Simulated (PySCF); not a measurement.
# Radial density of Ne (neon, neutral)

UHF, [He] 2s1 2p6 3s1, high-spin 3S determinant (an excited configuration). Computed with PySCF 2.14 in aug-cc-pVTZ with one added diffuse shell each of s, p, d, f type (6s5p4d3f, 62 functions), with no relativity, point nucleus.

```tsv
r (bohr)	4πr²ρ (e/bohr)	4πr²(ρα − ρβ)
0.00290	0.06030	0.0019
0.00488	0.1646	0.0052
0.00821	0.4345	0.0136
0.0138	1.101	0.0344
0.0232	2.581	0.0799
0.0391	5.342	0.1618
0.0657	8.954	0.2524
0.111	10.72	0.2332
0.186	7.987	0.0567
0.313	5.408	0.2966
0.526	7.101	1.2485
0.885	5.995	1.0982
1.49	1.833	0.1642
2.50	0.3377	0.1671
4.21	0.2331	0.2326
7.08	0.05839	0.0584
11.9	0.0003207	0.0003
```

The outer electron is Rydberg-like, and this basis confines it to a smaller radius and binds it less than a complete one would.
